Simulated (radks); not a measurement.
Valence configurations of Hg2+ (all share [Xe]). Method: non-relativistic Kohn-Sham, PBE, spin-unpolarised, spherical densities, point nucleus; relativity is left out, which matters for an element this heavy; computed with a radial shooting solver on a logarithmic mesh with Libxc functionals. Energies are relative to 4f14 5d10; eigenvalues in eV.

| valence | E (eV) | e(4f) | e(5d) | e(6p) | e(6s) |
|---|---|---|---|---|---|
| 4f14 5d10 | 0.000 | -129.04 | -29.593 | - | - |
| 4f14 5d9 6p1 | 16.976 | -135.29 | -34.439 | -15.949 | - |
| 4f13.5 5d9 6s0.5 6p1 | 75.535 | -144.40 | -37.154 | -16.613 | -23.167 |
| 4f13 5d10 6s1 | 117.18 | -147.14 | -34.925 | - | -21.762 |
| 4f14 5d8 6s2 | 23.567 | -139.31 | -37.091 | - | -23.154 |
| 4f13.5 5d9 6s1.5 | 69.028 | -143.20 | -36.045 | - | -22.472 |
| 4f14 5d9 6s1 | 10.719 | -134.08 | -33.317 | - | -21.545 |
| 4f14 5d9.5 6s0.5 | 5.098 | -131.54 | -31.446 | - | -20.733 |
| 4f14 5d8 6p2 | 36.987 | -141.63 | -39.212 | -17.675 | - |
| 4f12 5d10 6s2 | 251.01 | -166.06 | -40.607 | - | -23.630 |

NIST lists [Xe] 4f14 5d10 as the ground configuration; this level of theory agrees among the configurations tried. The energies are those of spherical spin-averaged densities, not of single terms. Relativity is left out, which favours d and f over s occupation in heavy atoms.
